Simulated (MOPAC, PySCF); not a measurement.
CH$_{4}$N$_{2}$Si, SMILES `N#CN[SiH3]`, neutral singlet in the gas phase. 

Cartesian coordinates (Å):
```xyz
8

N      2.5898    -0.9409     0.0651
C      1.6678    -0.2482    -0.0183
N      0.5750     0.5098    -0.1072
Si    -1.0677    -0.0992     0.0546
H      0.7454     1.4908    -0.2738
H     -1.2611    -0.6911     1.3932
H     -1.3334    -1.1158    -0.9821
H     -1.9156     1.0947    -0.1316
```
Charge 0, spin multiplicity 1.

All levels are single points at this geometry (B3LYP-D3(BJ)/def2-TZVP); Pople sets use spherical d functions. Orbital energies aren't observables, and empty levels follow the basis.

```tsv
level	HOMO (eV)	LUMO (eV)	gap (eV)	dipole (D)	vertical IE, Delta-SCF (eV)
B3LYP-D3(BJ)/def2-TZVP in PySCF	-7.59	-0.76	6.83	4.65	10.06
PBE-D3(BJ)/def2-TZVP in PySCF	-6.50	-1.35	5.15	4.57	9.84
B3LYP/3-21G in PySCF	-6.98	0.13	7.11	4.35	–
B3LYP/6-311+G** in PySCF	-7.62	-1.01	6.61	4.74	–
B3LYP/6-31G* in PySCF	-7.23	-0.26	6.97	4.51	9.86
B3LYP/LANL2DZ in PySCF	-7.37	-0.26	7.11	4.83	–
BP86/6-31G* in PySCF	-6.25	-0.92	5.33	4.45	–
M06-2X/6-31G* in PySCF	-8.81	0.74	9.55	4.51	–
PBE/6-31G* in PySCF	-6.14	-0.91	5.22	4.43	9.64
SVWN5/6-31G* in PySCF	-6.28	-1.12	5.16	4.53	9.82
HF/STO-3G in PySCF	-8.14	10.15	18.29	4.22	–
PM6 in MOPAC	-10.43	-0.58	9.85	3.94	–
PM7 in MOPAC	-10.19	-0.01	10.19	4.85	–
```
